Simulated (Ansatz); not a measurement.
Program: Ansatz. Geometries: PBE0-D4/def2-TZVP. ΔE: electronic, gas phase. CCSD(T)/CBS is the MP2 limit (def2-TZVPP, def2-QZVPP) plus CCSD(T) − MP2 in def2-TZVPP, frozen cores. This one scheme is used for every species. Functionals use def2-TZVPP. B3LYP here is the variant with VWN-RPA as its local correlation; programs differ in this. Elements past krypton have def2 core potentials. For Sn outer-core shells are correlated without core-valence functions, which leaves a few kJ/mol of doubt a bond. Each species was taken in one conformer, which may not be the lowest.

`O[SiH2][CH2][SnH3]` + `N[SiH3]` → `O[SiH2]N[SiH3]` + `[CH3][SnH3]`  (ligand exchange at the Si–C bond)

(1) Is it downhill or uphill in electronic energy at CCSD(T)/CBS, and by how much? (An estimate is asked.)

(2) What do these levels give: PBE-D4, PBE0-D4, B3LYP-D4, ωB97X-V, CCSD/def2-TZVPP, SCS-MP2/def2-QZVPP? (Estimate.)

Largest T1 diagnostic among the species: 0.012.

Results:

(1) The calculation gave: Downhill: ΔE = -15.5 kcal/mol.

(2) Ansatz gave: PBE-D4 -14.5, PBE0-D4 -15.0, B3LYP-D4 -16.4, ωB97X-V -15.9, CCSD/def2-TZVPP -16.3, SCS-MP2/def2-QZVPP -16.4 kcal/mol.

In def2-TZVPP, CCSD(T) changes the Hartree–Fock value by +2.7 kcal/mol (the triples alone add +0.4 kcal/mol) and MP2 by +2.7 kcal/mol.
